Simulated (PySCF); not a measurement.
The vertical singlet excitations below were computed for one of the candidates. Computed with PySCF 2.14.0, density-fitted response routines, TDDFT CAM-B3LYP/def2-SVPD, vertical, gas phase, core orbitals frozen in the response. Geometries: GFN2-xTB, one conformer each.

```
state  ν̃ (cm⁻¹)       f   main configurations (H = HOMO, L = LUMO)
   S1      50420  0.0085      H→L+1 (37%), H→L (26%), H-1→L+1 (10%)
   S2      51280   0.023      H-1→L+1 (41%), H→L (20%), H→L+3 (14%)
   S3      52890  0.0028        H→L (33%), H→L+1 (26%), H→L+3 (14%)
   S4      58320   0.026      H→L+2 (64%), H→L+1 (10%), H→L+4 (10%)
   S5      59500   0.016                   H→L+4 (56%), H→L+3 (12%)
   S6      60090   0.017    H→L+3 (28%), H-1→L+1 (10%), H→L+4 (10%)
   S7      60330   0.015               H-1→L+3 (35%), H-1→L+2 (31%)
   S8      61210   0.070  H-1→L+2 (22%), H-1→L+3 (16%), H-1→L (12%)
```

Triplets computed (Tamm–Dancoff): 6.00, 6.08, 6.38 eV.

**Question.** Which candidate is it? All have the formula C3H12N2OSi.
A. `C[Si@@H](O)NCCN`
B. `CCCO[SiH](N)N`
C. `CNC[Si@@H](N)OC`
D. `CC(C)[Si](N)(N)O`

**Answer.** A. Its S1 lies at 6.25 eV; the nearest of the others has S1 at 6.53 eV. S1 is HOMO→LUMO+1 (37%), HOMO→LUMO (26%), HOMO-1→LUMO+1 (10%). Löwdin shares by element: HOMO nitrogen 56%, carbon 17% or more (atoms not listed hold the other 27%); LUMO silicon 29%, oxygen 28%, hydrogen 21% or more (atoms not listed hold the other 23%). At the same level the other candidates give, for their lowest levels:
- `CCCO[SiH](N)N`: 6.53 eV (f 0.018); 6.68 eV (f 0.057); 7.32 eV (f 0.009); 7.68 eV (f 0.007); 7.84 eV (f 0.005); T1 6.19 eV; HOMO -8.78, LUMO 1.10 eV
- `CNC[Si@@H](N)OC`: 5.35 eV (f 0.002); 6.26 eV (f 0.001); 6.47 eV (f 0.010); 6.58 eV (f 0.017); 6.73 eV (f 0.050); T1 5.15 eV; HOMO -7.33, LUMO 0.98 eV
- `CC(C)[Si](N)(N)O`: 6.55 eV (f 0.030); 6.89 eV (f 0.063); 7.27 eV (f 0.017); 7.83 eV (f 0.002); 7.97 eV (f 0.012); T1 6.26 eV; HOMO -8.79, LUMO 0.83 eV
